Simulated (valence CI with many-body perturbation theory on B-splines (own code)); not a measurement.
Cu¹⁴⁺ in brief

Method: valence CI with perturbative core correlation (CI+MBPT): five valence electrons over a frozen Dirac-Fock core [Ne], radial functions for each j: 11 s, 11 p, 10 d, 8 f, 5 g, 2 h, with the one-electron correlation potential Σ1, the two-electron term Σ2, the three-electron term Σ3, Breit, model QED; selected CI, second order for the rest, scaled by the run's own slope (own B-spline code, finite nucleus).

No measured spectrum was set against this ion. As an estimate, levels of excited configurations hold to 0.05 to 0.15 % of their energy, terms of the ground configuration to about 0.5 %. Among the levels kept, up to 3300 cm⁻¹ of a level comes from second order outside the variational space, and about a tenth of that is noise between levels of different J, which matters for small intervals.

Rates and lifetimes use the calculated energies. Strong lines usually hold to 10 to 20 %, long lifetimes can be off by a factor of two.

Q: What is the ground level?

A: 3s2.3p3 4S°_3/2, composition 91 % 3s2.3p3 4S° + 6 % 3s2.3p3 2P°, g = 1.951.

Q: Among levels below 162.10 eV, which E1 lines absorb most strongly from the ground level?

A: to 3s2.3p2.3d 4P_5/2 at 16.13 nm, f = 0.583; to 3s2.3p2.3d 4P_3/2 at 15.96 nm, f = 0.382; to 3s2.3p2.3d 4P_1/2 at 15.77 nm, f = 0.106.

Q: What is the ionisation energy?

A: 478.23 eV; NIST lists 483.1 ± 0.9 eV (semi-empirical).

Q: How well does LS coupling describe the low levels?

A: Among the lowest 20 levels the leading LS term, summed over configurations, holds 87 % on average. For single configurations the figures are 78 % in LS and 60 % in jj coupling. Terms mix most in the J = 7/2 level at 67.48 eV, where the leading one holds 54 %.

Q: Where does the other parity begin?

A: At 3s.3p4 4P_5/2, 41.91 eV.
